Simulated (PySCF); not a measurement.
dimethyl(silyl)silane (C2H10Si2), SMILES C[SiH](C)[SiH3]. Atoms are numbered in the order given.

```xyz
14

Si     1.7993     0.0978     0.0000
Si    -0.4932    -0.4230     0.0000
C     -1.3098     0.2728     1.5524
C     -1.3098     0.2728    -1.5524
H      2.4862    -0.4516     1.2120
H      2.4862    -0.4516    -1.2120
H      1.9931     1.5843     0.0000
H     -0.6298    -1.9175     0.0000
H     -0.8572    -0.1428     2.4666
H     -2.3855     0.0312     1.5684
H     -1.2089     1.3695     1.5935
H     -1.2089     1.3695    -1.5935
H     -0.8572    -0.1428    -2.4666
H     -2.3855     0.0312    -1.5684
```
Charge 0, spin multiplicity 1.

Geometry: r2SCAN-D4/def2-SVP.

Computed with r2SCAN-D4/def2-SVP (PySCF).

Frequencies are harmonic and unscaled.

**Question.** Estimate the vibrational spectrum. (An estimate is asked for; the answer gives what the named calculation found.)

**Answer.** 
| mode | ν (cm⁻¹) | IR (km/mol) | moving atoms (share of kinetic energy) |
|---|---|---|---|
| 1 | 101 | 0.0 | H 96 % |
| 2 | 127 | 1.5 | C 37 %, H 33 %, Si 29 % |
| 3 | 152 | 0.9 | H 59 %, Si 24 %, C 17 % |
| 4 | 164 | 0.0 | H 98 % |
| 5 | 180 | 0.5 | H 75 %, C 13 %, Si 12 % |
| 6 | 202 | 1.7 | H 39 %, C 38 %, Si 23 % |
| 7 | 407 | 1.4 | Si 71 %, H 22 % |
| 8 | 466 | 16.5 | H 79 %, Si 21 % |
| 9 | 487 | 13.6 | H 86 %, Si 12 % |
| 10 | 608 | 3.3 | H 94 % |
| 11 | 650 | 6.4 | C 52 %, H 31 %, Si 17 % |
| 12 | 695 | 26.2 | H 81 %, Si 13 % |
| 13 | 702 | 5.7 | H 49 %, C 36 %, Si 15 % |
| 14 | 757 | 19.0 | H 51 %, Si 25 %, C 24 % |
| 15 | 834 | 369.4 | H 80 %, C 10 %, Si 9 % |
| 16 | 857 | 54.0 | H 72 %, C 20 % |
| 17 | 892 | 55.8 | H 83 %, C 12 % |
| 18 | 899 | 2.7 | H 77 %, Si 13 %, C 9 % |
| 19 | 935 | 36.8 | H 97 % |
| 20 | 938 | 60.0 | H 97 % |
| 21 | 1249 | 24.3 | H 79 %, C 21 % |
| 22 | 1256 | 9.2 | H 80 %, C 20 % |
| 23 | 1425 | 0.0 | H 96 % |
| 24 | 1427 | 4.0 | H 96 % |
| 25 | 1435 | 5.0 | H 96 % |
| 26 | 1438 | 8.4 | H 96 % |
| 27 | 2181 | 94.3 | H 97 % |
| 28 | 2195 | 66.4 | H 98 % |
| 29 | 2205 | 128.8 | H 96 % |
| 30 | 2208 | 100.7 | H 96 % |
| 31 | 3031 | 5.4 | H 97 % |
| 32 | 3032 | 5.5 | H 97 % |
| 33 | 3134 | 0.0 | H 91 %, C 9 % |
| 34 | 3135 | 6.9 | H 91 %, C 9 % |
| 35 | 3142 | 4.1 | H 91 %, C 9 % |
| 36 | 3143 | 2.0 | H 91 %, C 9 % |
